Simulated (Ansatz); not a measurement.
The same path of ClFH$_{2}$SSi$_{2}$ (7 atoms, charge 0, multiplicity 1) was run 3 times with different band settings. Lost on the way: Si4–H7. Made: S3–H7.

These are results of RKS PBE-D4/def2-SVP in Ansatz, not measurements.

Relaxed end points:

```xyz
7
Properties=species:S:1:pos:R:3
F -1.256 -1.830 1.155
Si -0.698 -0.317 0.860
S 1.447 -0.063 0.998
Si 0.518 0.192 -0.965
Cl 0.595 2.107 -1.765
H -1.532 0.616 1.678
H 0.986 -0.772 -2.007
```

```xyz
7
Properties=species:S:1:pos:R:3
F -1.244 -1.697 0.785
Si -0.770 -0.166 0.404
S 1.510 -0.287 0.142
Si -0.033 0.482 -1.757
Cl 0.114 2.517 -1.033
H -0.966 0.688 1.628
H 1.451 -1.606 -0.215
```

Common settings: movable images 7; climbing image yes; spring 5.0 eV/Å²; optimiser quadratic models (default); start path through a guess of the saddle point; force threshold 0.05 eV/Å; end points relaxed.

| run | iteration limit |
| --- | --- |
| 1 | 60 |
| 2 | 10 |
| 3 | 10 |

What does each run give, and how far can it be trusted?

Run 1: converged after 8 iterations, highest image 1.404 eV above the first end. A vibrational analysis at the climbing image gives one clearly imaginary mode, 674i cm⁻¹: a first-order saddle point.
Run 2: converged after 8 iterations, highest image 1.404 eV above the first end. Another band between the same ends (7 images) ends at a top of the same energy, where a vibrational analysis finds 1 clearly imaginary mode.
Run 3: converged after 8 iterations, highest image 1.404 eV above the first end. Another band between the same ends (7 images) ends at a top of the same energy, where a vibrational analysis finds 1 clearly imaginary mode.
The orbitals stay closed-shell, which can raise the energy where a bond breaks towards radicals; this wasn't checked here.
